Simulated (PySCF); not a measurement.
Planning a geometry optimisation on bromodifluoroacetonitrile (`N#CC(F)(F)Br`).

Method: PBE0-D3(BJ)/def2-SVP geometry optimisation, gas phase (PySCF 2.14.0). Work: geometry optimisation from a GFN2-xTB start, density fitting. A driver script takes a list of jobs; this job's settings line and coordinates (Å) are shown.

Input:
```
{"job": {"xc": "PBE0", "basis": "def2-SVP", "d3": "d3bj", "grid": 1, "maxiter": 30, "kind": "geom"}, "charge": 0, "multiplicity": 1}
N      2.166591     0.342004     0.019077
C      1.056729     0.083576     0.008758
C     -0.375419    -0.195823    -0.005925
F     -0.743465    -0.900046    -1.079187
F     -0.771104    -0.870990     1.076103
Br    -1.330209     1.543270    -0.040400
```

Hardware: Arm Neoverse V2, one thread, no GPU, shared host with 192 logical CPUs at a one-minute load of 128. PySCF's memory limit was set to 2320 MB.

Problem. How large is the basis?

Solution. 102 functions.

Problem. Which is nearest to the wall time?
A. 34 min
B. 34 s
C. 4.3 s
D. 4.5 min

Solution. B. The run took 34 s. The run took 8 energy-and-gradient evaluations and 59 SCF cycles, 4.2 s an evaluation on average.

Problem. Estimate the peak memory.

Solution. About 0.42 GiB. Peak memory is the resident size of the whole Python process, interpreter and libraries included.

The output:
```
step   0  E = -2903.55900422  max force = 0.040241
step   1  E = -2903.55654037  max force = 0.028540
step   2  E = -2903.55986521  max force = 0.010669
step   3  E = -2903.56060878  max force = 0.002933
step   4  E = -2903.56081213  max force = 0.002205
step   5  E = -2903.56088911  max force = 0.002018
step   6  E = -2903.56090586  max force = 0.000855
step   7  E = -2903.56090846  max force = 0.000127
optimisation converged
```

Energies in Eh; «max force» is the largest Cartesian gradient component in Eh/bohr.

The host was shared with other jobs, so the times are rough.

The run converged: final energy -2903.56091 Eh after 7 steps; dipole 1.70 D.
